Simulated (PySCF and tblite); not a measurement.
Values are calculated unless marked as measured or tabulated.
C6H12Si, numbered as in [SiH3:1][C@@H:2]1[CH:3]=[CH:4][CH2:5][CH2:6][CH2:7]1.

Level: PBE0-D3(BJ)/pcSseg-1//GFN2-xTB, thermal terms from GFN2-xTB, symmetry numbers and mirror pairs counted. Conformers within 2.5 kcal/mol (GFN2-xTB free energy) were kept, 10 at most. GIAO shieldings: PBE0/pcSseg-1. Shifts are against TMS (¹H), TMS (¹³C), TMS (²⁹Si) at the same level; of two unlike H on one atom, a is the less shielded. Run with PySCF (density fitting) and tblite.

The 6-ring runs over atoms 2–3–4–5–6–7.

```csv
conformer,shape,symmetry,E(GFN2) kcal/mol,E(DFT) kcal/mol
1,"6-ring half-chair (ring torsions -1, 15, -45, 63, -48, 18°)",C1,0.00,0.00
2,"6-ring half-chair (ring torsions -2, -18, 50, -64, 43, -10°)",C1,0.72,0.29
```

**Question.** How much do the weights at 298.15 K and the averaged shift of H7b depend on how the conformers are weighted?

**Answer.** 
```csv
weighting,1 (%),2 (%),δ (ppm),rms dipole (D)
"DFT energy with thermal terms, symmetry and mirror images (full scheme)",56,44,1.64,0.68
DFT energy with symmetry and mirror images,62,38,1.68,0.68
bare DFT energy,62,38,1.68,0.68
GFN2-xTB energy with symmetry and mirror images,77,23,1.77,0.66
GFN2-xTB free energy,72,28,1.74,0.67
leading conformer alone,100,0,1.91,0.65
equal weights,50,50,1.61,0.69
"full scheme, search stopped after three starts",0,100,1.31,0.72
```

The largest departure from the full scheme, 0.33 ppm, comes with: full scheme, search stopped after three starts.
